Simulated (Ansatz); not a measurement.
`B/N=C\Cl` + `[OH][Al]([Cl])[Cl]` → `B[O][Al]([Cl])[Cl]` + `N=CCl` at 600 K and 1 bar (ligand exchange at a B–N bond).

Isolated molecules relaxed with PBE0-D4/def2-TZVP in Ansatz; ΔE leaves out vibrations. CBS: MP2 limit from def2 TZ/QZ plus the TZ coupled-cluster correction, frozen cores. This one scheme is used for every species. Each species was taken in one conformer, which may not be the lowest.

```
             species  CCSD(T)/CBS energy (Eh)  H − E (kJ/mol)  S (J/(mol·K))
          `B/N=C\Cl`               -579.12291           154.8          356.0
`[OH][Al]([Cl])[Cl]`              -1237.55309            88.2          383.9
`B[O][Al]([Cl])[Cl]`              -1262.97636           131.0          441.0
             `N=CCl`               -553.70684           112.3          300.7
```

H − E and S are ideal-gas, rigid-rotor, harmonic terms from PBE0-D4/def2-TZVP, for one conformer and one mirror image of each species. 1 Eh = 2625.50 kJ/mol, R = 8.31446 J/(mol·K).

Task: By hand: ΔE, ΔH, ΔS and ΔG.

Result: ΔE = (-1262.97636) + (-553.70684) − (-579.12291) − (-1237.55309) = -0.00720 Eh = -18.9 kJ/mol. Δ(H − E) = 131.0 + 112.3 − 154.8 − 88.2 = 0.3, so ΔH = -18.6 kJ/mol. ΔS = 441.0 + 300.7 − 356.0 − 383.9 = 1.8 J/(mol·K). ΔG = -18.6 − 600 × (1.8)/1000 = -19.7 kJ/mol.

Task: By hand: the equilibrium constant, and the temperature at which ΔG would vanish if ΔH and ΔS stayed fixed.

Result: log₁₀ K = −ΔG/(RT ln 10) = 1.7. ΔH and −TΔS have one sign here, so there is no such temperature. One of them is within its doubt of zero, so this could turn.

The number of gas molecules stays the same, so ΔS is small and ΔH decides. A doubt of 5 kJ/mol in ΔE shifts log₁₀ K by 0.4 here. Other conformers and mirror images would add mixing entropy, several J/(mol·K) or more a flexible species. These are equilibria of isolated gas molecules and say nothing of rates. Largest T1 diagnostic: 0.014 (customary marks: 0.02 for closed shells, 0.045 for open ones).
